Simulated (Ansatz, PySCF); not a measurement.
System: sum formula H3SiO2Br2, charge 1, multiplicity 1. It need not be the lowest isomer of its formula. 
Geometry from a B3LYP-D3(BJ)/def2-TZVP (Ansatz, an electronic-structure program) optimisation:
```
Si
O 1 1.6016
H 2 0.9636 1 125.43
O 1 1.8254 2 92.82 3 156.92
H 4 0.9722 1 123.52 2 149.45
H 4 0.9746 5 112.42 1 151.85
Br 1 2.1555 2 117.35 3 47.18
Br 1 2.1604 2 117.61 3 -96.40
```
Charge +1, spin multiplicity 1.

Total electronic energies in hartree. Valence correlation only, unless marked. Spin-orbit coupling is left out. Frozen are the shells of the preceding noble gas and the d and f shells that filled before the atom's block. Non-relativistic. CBS(X,Y): correlation extrapolated as X^-3; Hartree-Fock from the larger set. The bracket is a focal-point correction in the basis named.

| level | program | energy (Eh) |
|---|---|---|
| HF-D3(BJ)/def2-TZVPD | PySCF + dftd3 | -5585.30627 |
| RI-HF/def2-QZVPP | Ansatz | -5585.36227 |
| revPBE-D4/def2-TZVPD | Ansatz + dftd4 | -5589.50093 |
| B3LYP/def2-TZVPD | Ansatz | -5590.10695 |
| PBE0/def2-QZVPP | Ansatz | -5589.28803 |
| r2SCAN0-D4/def2-TZVPD | Ansatz + dftd4 | -5589.88675 |
| HSE06/def2-TZVPD | Ansatz | -5589.15848 |
| wB97M-V/def2-TZVPD | Ansatz | -5589.69202 |
| RI-MP2/CBS(def2-TZVPP,def2-QZVPP)+[CCSD(T)-MP2]/def2-TZVPP | Ansatz | -5586.4898 |

Totals of different functionals don't rank their quality; only differences between species are comparable.
